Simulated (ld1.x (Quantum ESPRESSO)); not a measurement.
**Ru (Z = 44), RRKJ: configuration errors across variants**

Ru, norm-conserving RRKJ (Kleinman–Bylander form), made with ld1.x (Quantum ESPRESSO) 7.5 (PBE, fully relativistic). Core [Kr], reference 4d7 5s1 5p0. Waves: 5s (bound): rc 2.60 bohr; 5p (bound, empty): rc 3.25 bohr; 4d (bound): rc 1.90 bohr; 4f channel at 0.45 Ry: rc 2.90 bohr. Local part: all-electron potential smoothed inside 1.55 bohr (lloc = -2). Core correction: a·sin(br)/r model core, default radius (core density twice the valence density). rho0 = 0.005.

Open shells are filled in proportion to 2j + 1 (rel_dist='average').

All-electron excitation energies from the reference (eV): (1) 4d7 5s0 5p0 7.293; (2) 4d6 5s0 5p0 25.479; (3) 4d5 5s0 5p0 56.099; (4) 4d6 5s1 5p1 5.649; (5) 4d4 5s0 5p0 100.606; (6) 4d7 5s0 5p1 3.458; (7) 4d8 5s0 5p0 -0.334.

Tests that are not counted but printed errors over 1 eV. “local potential all-electron potential smoothed inside 1.36 bohr (lloc = -2)”: 4d6 5s1 5p1 (solver errors, printed error -2.4 eV); 4d7 5s0 5p1 (solver errors, printed error -445 eV).

1 further variants failed, have other tests or too few solved ones, and are left out.

A true bound ghost makes a file unfit for plane-wave use even where its test errors are small: the radial tests pick states by their node count and pass the ghost by. Where a test does run into it, the solver fails or the error is huge.

Errors AE − PS in meV (a dash: test not solved or not reliable):

```tsv
change	(1)	(2)	(3)	(4)	(5)	(6)	(7)	bound ghosts
base	-11	-46	-323	-90	-1027	-2.4	-41	s
local potential all-electron potential smoothed inside 1.36 bohr (lloc = -2)	-11	-45	-316	–	-1009	–	-41	s, p3/2
local potential all-electron potential smoothed inside 2.68 bohr (lloc = -2)	-11	-95	-530	-109	-1475	-2.9	-63	none
local potential all-electron potential smoothed inside 3.14 bohr (lloc = -2)	-11	-135	-668	-137	-1736	-3.2	-77	none
local potential all-electron potential smoothed inside 3.54 bohr (lloc = -2)	-13	-177	-801	-170	-1975	-3.9	-91	none
```

(1) Give the same row for: local potential all-electron potential smoothed inside 2.42 bohr (lloc = -2).

Results:

(1) -11, -77, -459, -94, -1331, -2.7, -56; bound ghosts: none.
